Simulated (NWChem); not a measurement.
A series in which one site is exchanged, each optimised at PBE0/def2-SVP with NWChem, gas phase unless a solvent is named. All stand in one matching conformer (torsions within 35°), which need not be the lowest. This build's default masses of Se (78.918 u) and Br (79.917 u) are each other's, which moves their modes by up to 0.6 %. Shieldings are non-relativistic GIAO values without spin-orbit effects.

A: NB(F)Br (BNH2BrF; site = F)
B: NBBr (BNH$_{3}$Br; site = H)
C: B(N)(Br)Br (BNH₂Br₂; site = Br)
D: BrB(N)Cl (BNH2BrCl; site = Cl)

Values for A:

| Property | Result |
|---|---|
| dipole (D), PBE0/def2-SVP | 3.05 |
| orbital gap (eV), PBE0/def2-SVP | 9.18 |
| highest harmonic frequency (cm⁻¹), PBE0/def2-SVP | 3761 |
| lowest singlet excitation, B3LYP/def2-SVPD, TDA (eV) | 6.87 |
| 11B shift against boron trifluoride, PBE0/pcSseg-1 (ppm) | 17.6 |

Question: How do these values change for the other members?

Answer: 
```tsv
change from A	B	C	D
dipole (D), PBE0/def2-SVP	-0.06	0.00	-0.03
orbital gap (eV), PBE0/def2-SVP	-1.06	-1.15	-0.71
highest harmonic frequency (cm⁻¹), PBE0/def2-SVP	-25	-22	-16
lowest singlet excitation, B3LYP/def2-SVPD, TDA (eV)	-0.66	-0.77	-0.43
11B shift against boron trifluoride, PBE0/pcSseg-1 (ppm)	+9.5	+11.7	+8.6
```
